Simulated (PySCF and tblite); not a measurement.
Results of a calculation; reference values are marked as such.
C7H14Cl2, numbered as in [CH3:1][C:2]([CH3:3])([Cl:4])[CH2:5][C:6]([CH3:7])([CH3:8])[Cl:9].

Free energies: PBE0-D3(BJ)/def2-SVP on GFN2-xTB structures plus GFN2-xTB thermal terms, symmetry and mirror images included. Conformers within 4 kcal/mol (GFN2-xTB free energy) were kept, 7 at most. GIAO shieldings: WP04/pcSseg-1. Shifts are against TMS (¹H), TMS (¹³C) at the same level. Codes: tblite and PySCF.

Torsions listed: Cl4–C2–C5–C6, C2–C5–C6–Cl9. Of a mirror pair one member is shown.

```tsv
conformer	shape	symmetry	E(GFN2) kcal/mol	E(DFT) kcal/mol
1	73°, 73°	C2 (pair)	0.00	0.00
2	-73°, 170°	C1 (pair)	1.28	1.58
3	38°, 162°	C1 (pair)	1.33	1.84
4	-167°, -167°	C2 (pair)	2.40	3.06
5	78°, -38°	C1 (pair)	2.41	3.71
```

(1) How much do the weights at 298.15 K and the averaged shift of H5 depend on how the conformers are weighted?

Answers

(1) 
| weighting | 1 (%) | 2 (%) | 3 (%) | 4 (%) | 5 (%) | δ (ppm) | rms dipole (D) |
| --- | --- | --- | --- | --- | --- | --- | --- |
| DFT energy with thermal terms, symmetry and mirror images (full scheme) | 79 | 12 | 8 | 0 | 0 | 2.18 | 1.71 |
| DFT energy with symmetry and mirror images | 81 | 11 | 7 | 0 | 0 | 2.18 | 1.70 |
| bare DFT energy | 89 | 6 | 4 | 1 | 0 | 2.15 | 1.63 |
| GFN2-xTB energy with symmetry and mirror images | 67 | 15 | 14 | 1 | 2 | 2.20 | 1.82 |
| GFN2-xTB free energy | 65 | 16 | 16 | 1 | 2 | 2.21 | 1.83 |
| leading conformer alone | 100 | 0 | 0 | 0 | 0 | 2.12 | 1.53 |
| equal weights | 20 | 20 | 20 | 20 | 20 | 2.33 | 2.49 |
| full scheme, search stopped after three starts | 100 | 0 | 0 | 0 | 0 | 2.12 | 1.53 |

The largest departure from the full scheme, 0.15 ppm, comes with: equal weights.
